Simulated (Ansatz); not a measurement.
Born–Oppenheimer molecular dynamics of a periodic cell of 17 atoms, Si16B (host Si, host structure diamond, interstitial B). It starts from a relaxed structure.

Method: Ansatz, DFT PBEsol, scalar-relativistic, plane waves, PAW. Settings: PAW set soft_1, cutoff 420 eV, k mesh 2x2x2, fermi-dirac smearing 0.02 eV, spin collinear.

```
ensemble        : NVT, Nosé–Hoover chain
time step       : 1 fs
steps asked     : 160
set temperature : 1500 K
thermostat      : time constant 100 fs, chain length 3
seed            : 249620
```

Frames 5 fs apart, positions in Å, forces in eV/Å.

Velocities at 40.0 fs (Å/ps):

```
Si -1.94 -6.03 -8.71
Si -1.95 3.13 -6.40
Si -0.86 5.53 13.47
Si -11.31 4.45 2.62
Si 4.44 -6.15 -7.92
Si 7.99 -2.13 -1.26
Si 4.64 1.80 3.98
Si -2.78 0.46 3.56
Si -2.20 0.22 0.75
Si -10.44 4.37 -1.13
Si 1.27 10.74 5.71
Si -5.32 -0.91 -3.59
Si 4.85 -8.34 -3.22
Si 7.57 -5.68 -3.32
Si 3.55 -2.65 4.98
Si 3.14 4.91 5.54
B -1.71 -9.69 -13.17
```

```xyz
17
Lattice="0.0000 5.4300 5.4300 5.4300 0.0000 5.4300 5.4300 5.4300 0.0000" Properties=species:S:1:pos:R:3:forces:R:3 time_fs=40.0 energy_less_start_eV=0.964 T=1079
Si -0.160 -0.154 -0.019 0.04 0.00 -0.01
Si 1.288 1.215 1.299 -0.24 0.08 -0.56
Si 2.655 2.829 0.224 0.31 0.01 -0.13
Si 3.861 4.283 1.648 0.83 -0.53 -0.42
Si 2.794 -0.204 2.412 -0.39 0.74 1.14
Si 4.107 1.216 3.796 0.96 -0.55 -0.15
Si 5.506 2.912 2.816 -0.81 0.16 -0.39
Si 6.896 4.261 4.143 0.18 -0.57 -0.22
Si -0.021 2.561 2.728 -0.13 0.24 0.06
Si 1.287 3.945 4.040 0.82 0.47 0.51
Si 2.546 5.689 2.948 -0.03 0.00 0.13
Si 4.106 6.894 4.319 -0.59 -0.49 -0.01
Si 2.911 2.495 5.196 -1.78 1.10 -0.06
Si 4.141 3.900 6.579 0.86 -0.43 -0.01
Si 5.573 5.493 5.582 -0.54 0.69 -0.17
Si 6.840 7.094 6.778 0.28 -0.82 0.43
B 6.747 6.475 3.587 0.25 -0.09 -0.14
17
Lattice="0.0000 5.4300 5.4300 5.4300 0.0000 5.4300 5.4300 5.4300 0.0000" Properties=species:S:1:pos:R:3:forces:R:3 time_fs=45.0 energy_less_start_eV=1.254 T=954
Si -0.170 -0.184 -0.062 -0.17 0.30 0.72
Si 1.278 1.231 1.264 -0.31 -0.31 -0.30
Si 2.651 2.856 0.289 0.18 -0.35 -0.92
Si 3.809 4.303 1.660 1.50 -0.35 -0.16
Si 2.814 -0.232 2.377 -0.55 0.99 1.34
Si 4.151 1.203 3.788 0.61 -0.60 -0.52
Si 5.525 2.921 2.834 -1.14 0.23 -0.56
Si 6.883 4.261 4.160 0.55 -0.43 -0.29
Si -0.032 2.563 2.732 -0.01 -0.03 0.07
Si 1.240 3.969 4.037 1.56 0.13 0.35
Si 2.552 5.743 2.977 -0.52 -0.53 -0.04
Si 4.078 6.888 4.302 -0.08 -0.15 0.77
Si 2.927 2.458 5.180 -1.99 1.38 -0.01
Si 4.183 3.870 6.562 0.56 -0.46 -0.13
Si 5.588 5.483 5.606 -0.70 1.10 -0.25
Si 6.857 7.115 6.807 0.21 -0.86 0.05
B 6.741 6.425 3.519 0.29 -0.07 -0.13
17
Lattice="0.0000 5.4300 5.4300 5.4300 0.0000 5.4300 5.4300 5.4300 0.0000" Properties=species:S:1:pos:R:3:forces:R:3 time_fs=50.0 energy_less_start_eV=1.651 T=776
Si -0.181 -0.211 -0.099 -0.40 0.60 1.41
Si 1.264 1.244 1.227 -0.40 -0.54 -0.03
Si 2.650 2.881 0.348 -0.01 -0.74 -1.60
Si 3.769 4.321 1.670 1.98 -0.06 0.18
Si 2.830 -0.251 2.354 -0.48 1.04 1.32
Si 4.200 1.185 3.776 0.13 -0.39 -0.67
Si 5.535 2.933 2.847 -1.30 0.24 -0.68
Si 6.875 4.258 4.175 0.70 -0.24 -0.28
Si -0.044 2.565 2.737 0.17 -0.29 0.17
Si 1.205 3.994 4.036 2.13 -0.28 0.07
Si 2.553 5.792 3.005 -0.98 -1.13 -0.35
Si 4.048 6.881 4.291 0.56 0.29 1.47
Si 2.926 2.433 5.163 -1.86 1.41 -0.08
Si 4.229 3.835 6.543 0.16 -0.37 -0.20
Si 5.598 5.483 5.628 -0.74 1.31 -0.33
Si 6.876 7.129 6.837 0.08 -0.81 -0.27
B 6.742 6.373 3.449 0.26 -0.05 -0.13
17
Lattice="0.0000 5.4300 5.4300 5.4300 0.0000 5.4300 5.4300 5.4300 0.0000" Properties=species:S:1:pos:R:3:forces:R:3 time_fs=55.0 energy_less_start_eV=1.974 T=634
Si -0.196 -0.234 -0.124 -0.54 0.75 1.91
Si 1.247 1.253 1.190 -0.44 -0.60 0.23
Si 2.648 2.899 0.394 -0.16 -1.02 -2.02
Si 3.746 4.338 1.682 2.23 0.17 0.46
Si 2.842 -0.261 2.341 -0.25 0.98 1.11
Si 4.251 1.163 3.759 -0.42 -0.03 -0.65
Si 5.534 2.947 2.855 -1.26 0.24 -0.75
Si 6.873 4.252 4.187 0.60 -0.03 -0.17
Si -0.054 2.564 2.743 0.37 -0.47 0.30
Si 1.188 4.016 4.036 2.41 -0.66 -0.17
Si 2.546 5.832 3.031 -1.24 -1.66 -0.64
Si 4.024 6.876 4.293 1.14 0.66 1.99
Si 2.910 2.419 5.146 -1.49 1.27 -0.25
Si 4.277 3.797 6.523 -0.26 -0.19 -0.27
Si 5.601 5.494 5.647 -0.73 1.30 -0.41
Si 6.895 7.136 6.865 -0.15 -0.65 -0.54
B 6.748 6.320 3.374 0.20 -0.06 -0.14
17
Lattice="0.0000 5.4300 5.4300 5.4300 0.0000 5.4300 5.4300 5.4300 0.0000" Properties=species:S:1:pos:R:3:forces:R:3 time_fs=60.0 energy_less_start_eV=2.059 T=606
Si -0.216 -0.251 -0.133 -0.48 0.73 2.09
Si 1.226 1.256 1.154 -0.46 -0.61 0.44
Si 2.645 2.909 0.422 -0.18 -1.03 -2.08
Si 3.741 4.356 1.698 2.20 0.18 0.56
Si 2.852 -0.263 2.339 0.05 0.77 0.81
Si 4.299 1.141 3.735 -0.92 0.32 -0.54
Si 5.521 2.964 2.856 -1.04 0.30 -0.78
Si 6.876 4.246 4.198 0.35 0.17 -0.11
Si -0.061 2.559 2.752 0.57 -0.59 0.42
Si 1.191 4.034 4.034 2.30 -0.88 -0.22
Si 2.528 5.858 3.052 -1.12 -1.92 -0.66
Si 4.008 6.876 4.312 1.38 0.81 2.09
Si 2.881 2.417 5.126 -0.99 1.06 -0.41
Si 4.324 3.757 6.501 -0.63 0.03 -0.29
Si 5.598 5.516 5.664 -0.65 1.07 -0.48
Si 6.914 7.138 6.888 -0.42 -0.38 -0.75
B 6.759 6.265 3.295 0.03 0.00 -0.10
17
Lattice="0.0000 5.4300 5.4300 5.4300 0.0000 5.4300 5.4300 5.4300 0.0000" Properties=species:S:1:pos:R:3:forces:R:3 time_fs=65.0 energy_less_start_eV=1.909 T=695
Si -0.239 -0.261 -0.125 -0.18 0.56 1.82
Si 1.200 1.254 1.121 -0.41 -0.60 0.54
Si 2.641 2.910 0.434 -0.06 -0.78 -1.80
Si 3.756 4.377 1.719 1.87 -0.03 0.43
Si 2.862 -0.259 2.343 0.42 0.38 0.44
Si 4.339 1.121 3.707 -1.26 0.55 -0.33
Si 5.500 2.983 2.851 -0.68 0.33 -0.74
Si 6.881 4.241 4.208 0.07 0.36 -0.18
Si -0.063 2.549 2.765 0.77 -0.64 0.56
Si 1.214 4.044 4.031 1.74 -0.89 -0.09
Si 2.501 5.868 3.068 -0.56 -1.85 -0.34
Si 4.004 6.883 4.349 1.10 0.72 1.72
Si 2.842 2.423 5.102 -0.44 0.78 -0.49
Si 4.365 3.717 6.476 -0.88 0.26 -0.25
Si 5.589 5.547 5.676 -0.50 0.65 -0.49
Si 6.929 7.136 6.905 -0.70 -0.05 -0.89
B 6.771 6.210 3.214 -0.31 0.24 0.09
17
Lattice="0.0000 5.4300 5.4300 5.4300 0.0000 5.4300 5.4300 5.4300 0.0000" Properties=species:S:1:pos:R:3:forces:R:3 time_fs=70.0 energy_less_start_eV=1.710 T=813
Si -0.265 -0.267 -0.101 0.20 0.36 1.13
Si 1.171 1.248 1.092 -0.15 -0.43 0.55
Si 2.636 2.905 0.430 0.10 -0.47 -1.27
Si 3.786 4.397 1.744 1.21 -0.31 0.16
Si 2.877 -0.251 2.351 0.71 -0.02 0.13
Si 4.370 1.105 3.675 -1.39 0.67 -0.02
Si 5.473 3.005 2.840 -0.19 0.25 -0.55
Si 6.888 4.240 4.217 -0.16 0.50 -0.33
Si -0.059 2.533 2.782 0.84 -0.53 0.63
Si 1.252 4.046 4.027 0.83 -0.77 0.15
Si 2.469 5.862 3.081 0.22 -1.46 0.05
Si 4.009 6.897 4.401 0.52 0.54 1.05
Si 2.800 2.437 5.074 0.15 0.43 -0.40
Si 4.400 3.678 6.448 -0.98 0.38 -0.20
Si 5.576 5.584 5.684 -0.31 0.17 -0.37
Si 6.938 7.134 6.915 -0.92 0.26 -0.97
B 6.776 6.159 3.134 -0.69 0.43 0.28
17
Lattice="0.0000 5.4300 5.4300 5.4300 0.0000 5.4300 5.4300 5.4300 0.0000" Properties=species:S:1:pos:R:3:forces:R:3 time_fs=75.0 energy_less_start_eV=1.669 T=858
Si -0.289 -0.270 -0.067 0.53 0.26 0.22
Si 1.140 1.237 1.068 0.16 -0.17 0.47
Si 2.631 2.895 0.415 0.17 -0.11 -0.65
Si 3.828 4.414 1.770 0.33 -0.48 -0.12
Si 2.897 -0.243 2.361 0.86 -0.37 -0.08
Si 4.388 1.095 3.643 -1.34 0.68 0.36
Si 5.444 3.029 2.823 0.38 0.01 -0.21
Si 6.893 4.242 4.223 -0.38 0.64 -0.50
Si -0.048 2.513 2.805 0.83 -0.37 0.58
Si 1.298 4.042 4.025 -0.19 -0.59 0.31
Si 2.438 5.844 3.095 0.96 -0.83 0.25
Si 4.019 6.915 4.462 -0.12 0.30 0.20
Si 2.758 2.454 5.042 0.73 0.00 -0.17
Si 4.427 3.642 6.418 -0.96 0.45 -0.05
Si 5.560 5.623 5.690 -0.01 -0.42 -0.19
Si 6.939 7.134 6.917 -0.99 0.41 -0.89
B 6.765 6.117 3.058 -0.97 0.59 0.46
17
Lattice="0.0000 5.4300 5.4300 5.4300 0.0000 5.4300 5.4300 5.4300 0.0000" Properties=species:S:1:pos:R:3:forces:R:3 time_fs=80.0 energy_less_start_eV=1.882 T=782
Si -0.309 -0.270 -0.030 0.78 0.22 -0.69
Si 1.110 1.225 1.047 0.50 0.10 0.32
Si 2.629 2.885 0.395 0.10 0.26 -0.03
Si 3.872 4.428 1.797 -0.63 -0.43 -0.34
Si 2.925 -0.239 2.369 0.61 -0.51 -0.15
Si 4.396 1.091 3.613 -1.16 0.70 0.75
Si 5.418 3.054 2.804 0.97 -0.39 0.21
Si 6.895 4.251 4.224 -0.54 0.73 -0.67
Si -0.029 2.489 2.834 0.75 -0.23 0.47
Si 1.343 4.033 4.024 -1.19 -0.36 0.38
Si 2.414 5.819 3.110 1.48 -0.06 0.15
Si 4.027 6.936 4.527 -0.61 0.08 -0.67
Si 2.722 2.471 5.009 1.28 -0.52 0.19
Si 4.446 3.610 6.387 -0.84 0.48 0.15
Si 5.544 5.660 5.694 0.32 -1.03 0.02
Si 6.932 7.138 6.911 -0.90 0.41 -0.65
B 6.733 6.087 2.992 -0.92 0.55 0.55
17
Lattice="0.0000 5.4300 5.4300 5.4300 0.0000 5.4300 5.4300 5.4300 0.0000" Properties=species:S:1:pos:R:3:forces:R:3 time_fs=85.0 energy_less_start_eV=2.277 T=615
Si -0.323 -0.269 0.001 0.87 0.18 -1.43
Si 1.084 1.214 1.029 0.89 0.38 0.14
Si 2.627 2.876 0.374 -0.16 0.64 0.51
Si 3.912 4.439 1.820 -1.49 -0.22 -0.52
Si 2.959 -0.238 2.377 0.00 -0.53 -0.15
Si 4.394 1.093 3.590 -0.90 0.79 1.10
Si 5.399 3.076 2.788 1.48 -0.86 0.60
Si 6.893 4.265 4.220 -0.58 0.75 -0.74
Si -0.003 2.462 2.867 0.57 -0.12 0.32
Si 1.378 4.021 4.027 -2.02 -0.04 0.36
Si 2.404 5.792 3.128 1.74 0.69 -0.14
Si 4.031 6.958 4.587 -0.85 -0.14 -1.42
Si 2.696 2.484 4.976 1.75 -1.09 0.61
Si 4.458 3.580 6.357 -0.69 0.48 0.35
Si 5.530 5.687 5.698 0.56 -1.55 0.19
Si 6.918 7.145 6.900 -0.65 0.32 -0.32
B 6.680 6.069 2.937 -0.54 0.31 0.56
17
Lattice="0.0000 5.4300 5.4300 5.4300 0.0000 5.4300 5.4300 5.4300 0.0000" Properties=species:S:1:pos:R:3:forces:R:3 time_fs=90.0 energy_less_start_eV=2.664 T=447
Si -0.330 -0.266 0.021 0.78 0.07 -1.91
Si 1.066 1.205 1.011 1.21 0.69 0.03
Si 2.623 2.873 0.356 -0.50 1.03 0.91
Si 3.941 4.448 1.839 -2.04 0.00 -0.69
Si 2.993 -0.242 2.384 -0.64 -0.55 -0.23
Si 4.384 1.102 3.575 -0.65 0.88 1.33
Si 5.393 3.091 2.775 1.77 -1.21 0.87
Si 6.885 4.287 4.210 -0.52 0.71 -0.74
Si 0.028 2.435 2.904 0.24 0.01 0.08
Si 1.397 4.008 4.034 -2.48 0.34 0.29
Si 2.407 5.771 3.144 1.76 1.21 -0.44
Si 4.028 6.980 4.635 -0.81 -0.42 -1.94
Si 2.685 2.488 4.948 2.04 -1.49 0.96
Si 4.465 3.555 6.329 -0.52 0.45 0.60
Si 5.520 5.703 5.704 0.61 -1.88 0.25
Si 6.897 7.155 6.885 -0.29 0.17 0.00
B 6.615 6.057 2.893 0.02 -0.02 0.61
17
Lattice="0.0000 5.4300 5.4300 5.4300 0.0000 5.4300 5.4300 5.4300 0.0000" Properties=species:S:1:pos:R:3:forces:R:3 time_fs=95.0 energy_less_start_eV=2.798 T=398
Si -0.330 -0.262 0.024 0.60 -0.04 -2.05
Si 1.057 1.203 0.994 1.40 0.89 0.05
Si 2.615 2.879 0.347 -0.75 1.34 1.13
Si 3.952 4.457 1.853 -2.07 0.03 -0.82
Si 3.022 -0.251 2.389 -1.07 -0.56 -0.34
Si 4.368 1.118 3.571 -0.49 0.87 1.42
Si 5.402 3.096 2.770 1.68 -1.24 0.90
Si 6.873 4.315 4.193 -0.37 0.62 -0.65
Si 0.062 2.406 2.941 -0.18 0.16 -0.19
Si 1.395 3.998 4.042 -2.40 0.65 0.28
Si 2.426 5.760 3.157 1.53 1.41 -0.58
Si 4.018 6.998 4.668 -0.56 -0.73 -2.13
Si 2.691 2.480 4.928 1.97 -1.50 1.14
Si 4.467 3.533 6.306 -0.34 0.43 0.82
Si 5.516 5.702 5.711 0.42 -1.95 0.21
Si 6.874 7.167 6.870 0.11 -0.04 0.21
B 6.549 6.044 2.862 0.53 -0.33 0.61
```

Of the whole run (160 fs, mean temperature of the second half 831 K): The conserved energy stayed within 0.16 meV per atom of its start (net change 0.14 meV per atom), so the integration is sound. The mean temperature of the second half is 45 % below the set value. A run of 0.16 ps of so small a system gives no equilibrium averages. Limits of this set-up: coarse k mesh, PAW files made for another functional.

The run took 15 min on 1 thread of Arm Neoverse V2 (shared host), peak memory 0.62 GiB.
